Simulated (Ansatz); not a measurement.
Start from `CCCCCBr` and change one atom or group to get `CCCCBr`.

Ansatz, PBE0-D4/def2-TZVP geometries, multiplicity 1. Each molecule was computed in one conformer, which needn't be the lowest.

Scalar relativity is left out up to krypton. Spin–orbit coupling is left out; it splits and shifts lone-pair levels of the heavy atoms by tenths of an eV.

```
                                          property  `CCCCCBr`
                 HOMO energy (PBE/def2-TZVPP) / eV      -6.46
                HOMO energy (PBE0/def2-TZVPP) / eV      -7.75
                 LUMO energy (PBE/def2-TZVPP) / eV      -0.83
               LUMO energy (B3LYP/def2-TZVPP) / eV      -0.07
             HOMO energy (ωB97M-V/def2-TZVPP) / eV     -10.02
size of the dipole moment (ωB97M-V/def2-TZVPP) / D       2.13
```

What does the change do to each property? (An estimate is asked.)

The calculation gave: 
```
                                          property  `CCCCBr`  shift
                 HOMO energy (PBE/def2-TZVPP) / eV     -6.47  -0.01
                HOMO energy (PBE0/def2-TZVPP) / eV     -7.76  -0.01
                 LUMO energy (PBE/def2-TZVPP) / eV     -0.83   0.00
               LUMO energy (B3LYP/def2-TZVPP) / eV     -0.08  -0.01
             HOMO energy (ωB97M-V/def2-TZVPP) / eV    -10.03  -0.01
size of the dipole moment (ωB97M-V/def2-TZVPP) / D      2.09  -0.04
```

Dipoles are sizes alone; their direction can turn.

B3LYP here is the variant with VWN-RPA as its local correlation; programs differ in this.

Positive LUMOs are unbound, so they and the gaps depend on the basis.
